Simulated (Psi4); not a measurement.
Psi4 input (wB97X-D/6-31G*):

```
memory 1500 MB

molecule {
0 2
N    -0.28230100   -0.35341900    1.69734200
Si   -0.01120100   -0.00678600    0.01061300
O     1.57647800   -0.24093200   -0.32693800
O    -0.34286100    1.55696900   -0.34143800
O    -1.00303000   -0.97626800   -0.85243000
H    -1.27053400   -0.42114500    1.94949200
H     2.05592100   -0.86985600    0.21816900
H     0.37235400    2.18905800   -0.22989500
H    -0.86951500   -1.04727300   -1.80129200
symmetry c1
no_reorient
no_com
}

set {
  basis 6-31G*
  reference uks
  scf_type pk
  dft_radial_points 99
  dft_spherical_points 590
  e_convergence 1e-8
  d_convergence 1e-7
  maxiter 150
}

e = energy('wb97x-d')
print_out(f'\nFINAL {e:.10f} DIPOLE {variable("CURRENT DIPOLE")[0]:.6f} {variable("CURRENT DIPOLE")[1]:.6f} {variable("CURRENT DIPOLE")[2]:.6f}\n')
```

From the output:

```
  HONO-1 :   24  A 1.9991470
  HONO-0 :   25  A 1.0000000
  LUNO+0 :   26  A 0.0008530
  LUNO+1 :   27  A 0.0002792
  LUNO+2 :   28  A 0.0002459
  LUNO+3 :   29  A 0.0001454

Computation Completed

Properties will be evaluated at   0.000000,   0.000000,   0.000000 [a0]

Properties computed using the SCF density matrix

 Multipole Moments:

 ------------------------------------------------------------------------------------
     Multipole            Electronic (a.u.)      Nuclear  (a.u.)        Total (a.u.)
 ------------------------------------------------------------------------------------

 L = 1.  Multiply by 2.5417464519 to convert [e a0] to [Debye]
 Dipole X            :          0.3046650            0.0000019            0.3046669
 Dipole Y            :         -0.0707119           -0.0000019           -0.0707137
 Dipole Z            :         -0.2353808            0.0000038           -0.2353770
 Magnitude           :                                                    0.3914392

 ------------------------------------------------------------------------------------

FINAL -572.2889483149 DIPOLE 0.304667 -0.070714 -0.235377

*** Psi4 exiting successfully. Buy a developer a beer!
```

The geometry given is a B3LYP-D3(BJ)/def2-TZVP minimum.
